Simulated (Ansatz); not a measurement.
Worked example: the step energy

An elementary step of BH$_{2}$Cl$_{3}$O, singlet (BCl₃ ([Cl][B]([Cl])[Cl]) + H₂O → BHCl₂O ([OH][B]([Cl])[Cl]) + HCl; B–Cl, H–O broken or loosened, B–O, Cl–H formed or tightened). “Start” and “end” are the PBE0-D4/def2-TZVP structures reached by relaxing down either side of its saddle point, with the molecules still in contact.

Program: Ansatz 0.2.0. Basis: def2-TZVPP and def2-QZVPP. Cores are frozen in the correlated methods.

Energies in eV:

| quantity | end | start |
| --- | --- | --- |
| Hartree–Fock, triple zeta (X = 3) | -40257.71490 | -40256.95565 |
| Hartree–Fock, quadruple zeta (X = 4) | -40258.87913 | -40258.10776 |
| MP2 correlation, X = 3 | -25.00587 | -25.41648 |
| MP2 correlation, X = 4 | -27.32631 | -27.79108 |
| CCSD(T) correlation, X = 3 | -27.51999 | -27.83196 |

Problem. Work out the step energy at the basis limit: extrapolate Hartree–Fock as E(X) = E∞ + A exp(−7.88 √X) and the MP2 correlation as E(X) = E∞ + B X^−2.97 (the exponents that Neese and Valeev fitted for def2-TZVPP and QZVPP), then add CCSD(T) − MP2 in triple zeta.

Solution. Each step is linear, so take the differences first (end − start): Hartree–Fock -0.75925 (X = 3) and -0.77137 (X = 4); MP2 correlation 0.41061 and 0.46477; CCSD(T) correlation 0.31197.
Two points give E∞ = E(4) + w [E(4) − E(3)], with w = 1/(exp(7.88 (2 − √3)) − 1) = 0.1377 for Hartree–Fock and w = 1/((4/3)^2.97 − 1) = 0.7407 for the correlation.
Hartree–Fock: -0.77137 + 0.1377 × (-0.01212) = -0.7730 eV.
MP2 correlation: 0.46477 + 0.7407 × 0.05416 = 0.5049 eV.
CCSD(T) − MP2: 0.31197 − 0.41061 = -0.0986 eV.
Sum: -0.7730 + 0.5049 + (-0.0986) = -0.3667 eV, or -8.46 kcal/mol. Plain CCSD(T) in triple zeta gives -0.4473 eV, so the larger basis shifts the result by 0.0806 eV.

The T1 diagnostic stays at or below 0.011.

The step is the kind of ligand exchange by which a precursor binds to a hydroxyl group, or is hydrolysed, in atomic layer deposition of oxides.

Labels in which every atom is bracketed show which atoms are joined, not bond orders.

For scale, one of the runs: CCSD(T)/def2-TZVPP, 216 basis functions, launched by `ansatz run in.yaml --threads 4 --pin off --events-out ev --progress --plain --max-ram 9574MiB`. The run took 32 s on 4 CPU threads of an AMD EPYC 9R45 (shared host), with 3 GiB of host memory at its peak.
